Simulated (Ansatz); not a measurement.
SbAs₂⁺, relaxed as a singlet with RKS r2SCAN-D4/def2-TZVP in Ansatz, starting from the GFN1-xTB geometry. Force threshold 0.02 eV/Å.

In the def2 sets Sb takes a core potential; there is no spin–orbit coupling. The restricted singlet is unstable towards broken spin symmetry in Hartree–Fock (as tested in another run); at r2SCAN-D4/def2-TZVP this wasn't settled. An occupied level of the charge 1 singlet lies above an empty one (by up to 0.27 eV), so this SCF solution is probably not the lowest. Another isomer (singlet) lies 2.61 eV lower at PBE0-D4/def2-TZVP; other spin states weren't run for this one.

Start:

```xyz
3

As   -0.199   -0.443   -0.013
As    1.859   -1.007   -0.107
Sb   -1.659    1.449    0.120
```

```
         step   energy (eV)  largest force component (eV/Å)  SCF passes
            1  -128213.8084                           0.589          48
            2  -128213.8176                           0.119          25
            3  -128213.8189                           0.021          25
            4  -128213.8193                           0.024          24
            5  -128213.8203                           0.127          31
            6  -128213.8216                           0.027          22
 7 (rejected)  -128213.8174                           0.371          29
            8  -128213.8222                           0.013          23
            9  -128213.8228                           0.058          22
10 (rejected)  -128213.8223                           0.140          31
           11  -128213.8232                           0.031          23
           12  -128213.8236                           0.025          23
13 (rejected)  -128213.8234                           0.086          23
           14  -128213.8237                           0.019          24
           15  -128213.8237                           0.009          24
```

Force components are those of the run's own axes.

End:

```tsv
atom	x (Å)	y (Å)	z (Å)
As1	0.0620	-0.0573	-0.0046
As2	1.8288	-1.2837	-0.1184
Sb3	-1.8907	1.3410	0.1230
```

By distances, no bond broke or formed. The bond that changes most is As1–As2, from 2.14 to 2.15 Å (atoms count from 1).

The force fell under the threshold at step 8, but the optimiser went on. No frequencies were taken in this run, so the end may be a saddle point.

Hardware: 4 threads of Arm Neoverse V2 on a shared host. Wall time 31 s.
